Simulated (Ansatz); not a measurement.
Reactions of CH$_{2}$BFO, SMILES `FC1BO1`.

Calculated with Ansatz (gas phase, PBE0-D4/def2-TZVP geometries, no zero-point term in ΔE). CBS: MP2 limit from def2 TZ/QZ plus the TZ coupled-cluster correction, frozen cores. This one scheme is used for every species, atoms too. Open shells (•) are unrestricted, without spin–orbit coupling. Spin–orbit coupling would lower the free atoms: a little for B, C, F, O. Each species was taken in one conformer, which may not be the lowest.

Q: Order these by ΔE at CCSD(T)/CBS, lowest first. (Best estimate.)
A. `FC1BO1` → `O=CBF`
B. `FC1BO1` → B• + C• + F• + 2 H• + O•
C. `FC1BO1` + H₂S → `SC1BO1` + H–F

A: A (-24.9 kcal/mol), C (-7.3 kcal/mol), B (+575.6 kcal/mol).

Largest T1 diagnostic: 0.016, for `SC1BO1`.
